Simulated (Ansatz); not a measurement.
```yaml
crystal:
  periodic: [false, false, false]
  atoms:
    - {symbol: C, position_ang: [-0.448919, -1.220223, 1.714295]}
    - {symbol: C, position_ang: [0.409389, -0.513077, 0.813947]}
    - {symbol: Si, position_ang: [-0.400126, 0.473174, -0.962578]}
    - {symbol: N, position_ang: [0.807501, 1.102058, -1.665205]}
    - {symbol: F, position_ang: [-1.377321, 1.750486, -0.191127]}
    - {symbol: H, position_ang: [-1.248921, -0.134480, 1.946991]}
    - {symbol: H, position_ang: [-0.088307, -1.450486, 2.389520]}
    - {symbol: H, position_ang: [-1.019444, -1.700986, 1.132256]}
    - {symbol: H, position_ang: [0.953515, -1.030820, -0.209004]}
    - {symbol: H, position_ang: [1.237282, 0.303899, 1.541869]}
    - {symbol: H, position_ang: [-1.130867, -0.686831, -2.160495]}
    - {symbol: H, position_ang: [1.602427, 1.609876, -1.244935]}
    - {symbol: H, position_ang: [0.617534, 1.477614, -2.779012]}
basis:
  gaussian: {orbitals: cc-pVDZ}
total_charge: 1
magnetization: {spin_polarized: true, initial_magnetization: 2}
hamiltonian: {xc: {name: r2SCANh}}
accuracy: high
output: {forces: true}
```

```sh
$ ansatz run in.yaml --threads 4 --pin off --events-out ev --progress --plain --max-ram 10444MiB
```

Shortened log:

```
Error: a molecule whose nuclei and cores have a total charge of 50 cannot have a net charge of 1 together with 2 unpaired electrons
```

(1) What is wrong with this run?

Results:

(1) The number of unpaired electrons doesn't fit the electron count. The program refused the input.
